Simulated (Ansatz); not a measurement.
Computed with Ansatz on PBE0-D4/def2-TZVP structures; ΔE is electronic, products minus reactants. CBS: MP2 limit from def2 TZ/QZ plus the TZ coupled-cluster correction, frozen cores. This one scheme is used for every species. DFT in def2-TZVPP. For Ge outer-core shells are correlated without core-valence functions, which leaves a few kJ/mol of doubt a bond. Scalar relativity is left out up to krypton. Each species was taken in one conformer, which may not be the lowest.

Consider the formal exchange of groups at a Ge–Cl bond: `C=[CH][GeH2][Cl]` + SiH₄ → `C=[CH][GeH2][SiH3]` + HCl.

`C=[CH][GeH2][Cl]`:

Cartesian coordinates in Å:
```
C -1.152 -0.628 0.859
C 0.126 -0.641 0.507
Ge 0.896 0.597 -0.760
Cl -0.680 1.917 -1.423
H -1.552 -1.340 1.575
H -1.851 0.093 0.446
H 0.797 -1.380 0.942
H 1.979 1.486 -0.131
H 1.438 -0.104 -2.014
```

SiH₄:

Cartesian coordinates in Å:
```
Si 0.000 0.000 0.000
H 0.124 -1.298 -0.710
H -1.262 0.667 -0.406
H 1.153 0.868 -0.349
H -0.015 -0.237 1.466
```

`C=[CH][GeH2][SiH3]`:

Z-matrix (Å, degrees):
```
Ge
C 1 1.941
Si 1 2.383 2 110.5
H 1 1.541 2 108.1 3 -121.0
H 1 1.542 2 109.8 3 120.6
C 2 1.328 1 123.4 3 113.2
H 2 1.088 1 117.7 3 -65.5
H 3 1.488 1 109.9 2 57.1
H 3 1.487 1 110.8 2 177.1
H 3 1.487 1 110.1 2 -62.5
H 6 1.086 2 122.0 1 1.3
H 6 1.087 2 121.8 1 -178.9
```

HCl:

Z-matrix (Å, degrees):
```
Cl
H 1 1.279
```

```csv
level,ΔE (kJ/mol)
PBE-D4,52.0
ωB97X-V,66.9
SCS-MP2/def2-TZVPP,70.9
CCSD/def2-TZVPP,63.6
```

(1) What does CCSD(T)/CBS give? (Best estimate.)

Largest T1 diagnostic among the species: 0.012.

## Answers

(1) Ansatz gave: +60.7 kJ/mol. The listed levels differ from it by -8.7, 6.2, 10.2, 2.9 kJ/mol.

In def2-TZVPP, CCSD(T) changes the Hartree–Fock value by −25.4 kJ/mol (the triples alone add −1.8 kJ/mol) and MP2 by −20.0 kJ/mol. From PBE to PBE0 (25 % exact exchange), in def2-TZVPP and without D4, ΔE moves by +4.6 kJ/mol.

CCSD(T)/CBS has its own doubt, a few kJ/mol and more with outer-core shells, so smaller differences from it don't rank the levels.
